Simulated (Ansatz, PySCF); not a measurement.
Se(Me)(OSiH3) (CH₆OSeSi), SMILES [SiH3]O[Se]C.

Geometry: TPSSh-D3(BJ)/def2-SVP. The structure was generated by enumeration, and PubChem lists no compound with its InChIKey, so it may never have been made. The values are those of a single conformer.

Vertical ionisation energy (IE) and electron affinity (EA) in eV. Rows of orbital energies are one-electron estimates. Where ΔSCF, EOM or ADC give a negative EA the extra electron is unbound and the value depends on the basis.

| level | IE | EA |
|---|---|---|
| −ε(HOMO), −ε(LUMO), M06-2X/def2-TZVP (PySCF) | 7.62 | 0.30 |
| −ε(HOMO), −ε(LUMO), PBE/def2-TZVP (PySCF) | 5.23 | 2.28 |
| ΔSCF, PBE0/def2-SVPD (Ansatz), final states of multiplicity 2 and 2 | 8.65 | -0.26 |
| ΔSCF, PBE/def2-SVPD (Ansatz), final states of multiplicity 2 and 2 | (withheld) | (withheld) |

Task: Fill in the missing entries. (The exact figures need the calculation; the answer reports its results.)

Result: 
- ΔSCF, PBE/def2-SVPD (Ansatz, a quantum-chemistry and plane-wave program), final states of multiplicity 2 and 2, IE: 8.49
- ΔSCF, PBE/def2-SVPD (Ansatz), final states of multiplicity 2 and 2, EA: -0.12

Task: What vertical singlet–triplet gap does ΔSCF give with PBE0/def2-SVPD (Ansatz) and with PBE/def2-SVPD (Ansatz)? (The exact figures need the calculation; the answer reports its results.)

Result: 2.73 and 2.65 eV (triplet above singlet where positive).
